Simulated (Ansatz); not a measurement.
Consider the formal exchange of groups at the Si–C bond: `C=CC[SiH](F)F` + `C=C[CH2][GeH3]` → `F[SiH](F)[GeH3]` + `C=CCCC=C`.

Calculated with Ansatz (gas phase, PBE0-D4/def2-TZVP geometries, no zero-point term in ΔE). CBS: MP2 limit from def2 TZ/QZ plus the TZ coupled-cluster correction, frozen cores. DFT in def2-TZVPP. For Ge outer-core shells are correlated without core-valence functions, which leaves a few kJ/mol of doubt a bond. Scalar relativity is left out up to krypton. One conformer a species, not always the lowest.

```json
{"level": "CAM-B3LYP-D4", "ΔE (kJ/mol)": "30.5"}
{"level": "SCS-MP2/def2-TZVPP", "ΔE (kJ/mol)": "37.1"}
```

What does CCSD(T)/CBS give? (Estimate.)

Computed: +33.0 kJ/mol. The listed levels differ from it by -2.5, 4.1 kJ/mol.

Largest T1 diagnostic among the species: 0.012.

From BLYP to BHLYP (50 % exact exchange), in def2-TZVPP and without D4, ΔE moves by +3.9 kJ/mol. Leaving LDA and LC-ωPBE aside and taking each functional with its dispersion term where it has one, the values, not all of them listed here, spread over 8.2 kJ/mol, from PBE-D4 to ωB97M-V. At CCSD(T), def2-SVP lies −10.0 kJ/mol from the extrapolated value and def2-TZVPP +0.8 kJ/mol.
